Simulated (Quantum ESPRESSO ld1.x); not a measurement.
Task: The mean radii <r> (bohr) of the occupied orbitals of an atom or ion are listed with their occupations. All-electron calculation, non-relativistic Kohn-Sham, LDA (Slater exchange, Perdew-Wang correlation), spin-polarised, spherical densities, point nucleus. Program: ld1.x of Quantum ESPRESSO 7.5.

orbital  occ.      <r>
1s up       1  0.02870
1s down     1  0.02870
2s up       1   0.1236
2s down     1   0.1236
2p up       3   0.1052
2p down     3   0.1052
3s up       1   0.3284
3s down     1   0.3284
3p up       3   0.3186
3p down     3   0.3186
3d up       5   0.2890
3d down     5   0.2890
4s up       1   0.7690
4s down     1   0.7689
4p up       3   0.8027
4p down     3   0.8026
4d up       5   0.9043
4d down     5   0.9039
5s up       1    1.812
5s down     1    1.809
6p up       1    3.976

Name the element and its charge. Open shells, if any, are filled with parallel spins first.

Result: Z = 53, iodine, charge +4: I4+ in [Kr] 4d10 5s2 6p1. The 1s radius gives Z: for a bare nucleus <r> = 1.5/Z, 0.0283 bohr for Z = 53, and screening makes it slightly larger (0.02870 here). The occupations add up to 49, and the charge is Z minus that.
